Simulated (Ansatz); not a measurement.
Cost and result up the ladder for the cluster Cu₄ (the lowest singlet isomer of a short search) (4 atoms). Total charge 0; singlet. Geometry: PBE-D4/def2-SVP.

```xyz
4

Cu    0.6298    0.1159   -0.9396
Cu   -0.6298   -0.1160    0.9395
Cu    1.7073   -0.3775    1.0980
Cu   -1.7073    0.3776   -1.0979
```

Ansatz on 4 threads of Arm Neoverse V2 on a shared host. Times are rough, and most runs start from the orbitals of an earlier one. PBE0-D4/def2-TZVPD serves as the yardstick here, not as an exact answer. Differences are given only for rows in sets of like size (and for xTB, whose basis is part of the method), since another set adds its own error. Binding counts from free atoms at the same level (Cu doublet; other spins of the atoms weren't run), without zero-point energy or a counterpoise term.

Correlated methods freeze 36 core orbitals. The structure comes from a short search, and lower isomers may exist.

Run but left out: HF/STO-3G, B2PLYP/def2-TZVP (restricted singlet, unstable in another Hartree–Fock run and untested here); CCSD(T)/def2-TZVP (restricted singlet, unstable towards broken spin symmetry).

Correlated methods converge slowly with the basis.

```json
{"level": "LDA (SPW92)/def2-TZVP", "functions": "180", "wall time": "1.8 s", "binding energy per atom (eV)": "1.89", "difference from PBE0-D4/def2-TZVPD (eV)": "0.63"}
{"level": "PBE-D4/def2-SVP", "functions": "124", "wall time": "2 s", "binding energy per atom (eV)": "1.96", "difference from PBE0-D4/def2-TZVPD (eV)": "–"}
{"level": "PBE-D4/def2-TZVP", "functions": "180", "wall time": "2.9 s", "binding energy per atom (eV)": "1.52", "difference from PBE0-D4/def2-TZVPD (eV)": "0.26"}
{"level": "PBE-D4/def2-TZVPD", "functions": "192", "wall time": "3.5 s", "binding energy per atom (eV)": "1.52", "difference from PBE0-D4/def2-TZVPD (eV)": "0.27"}
{"level": "PBE0-D4/def2-SVP", "functions": "124", "wall time": "3.7 s", "binding energy per atom (eV)": "1.56", "difference from PBE0-D4/def2-TZVPD (eV)": "–"}
{"level": "PBE0-D4/def2-TZVPD", "functions": "192", "wall time": "6.5 s", "binding energy per atom (eV)": "1.25", "difference from PBE0-D4/def2-TZVPD (eV)": "0.00"}
{"level": "r2SCAN-D4/def2-TZVP", "functions": "180", "wall time": "7.5 s", "binding energy per atom (eV)": "1.52", "difference from PBE0-D4/def2-TZVPD (eV)": "0.27"}
{"level": "PBE0-D4/def2-TZVP (with forces)", "functions": "180", "wall time": "7.5 s", "binding energy per atom (eV)": "1.25", "difference from PBE0-D4/def2-TZVPD (eV)": "0.00"}
{"level": "r2SCAN-D4/def2-TZVPD", "functions": "192", "wall time": "8 s", "binding energy per atom (eV)": "1.52", "difference from PBE0-D4/def2-TZVPD (eV)": "0.27"}
{"level": "RPA@PBE/def2-TZVP", "functions": "180", "wall time": "9.5 s", "binding energy per atom (eV)": "1.05", "difference from PBE0-D4/def2-TZVPD (eV)": "-0.21"}
```
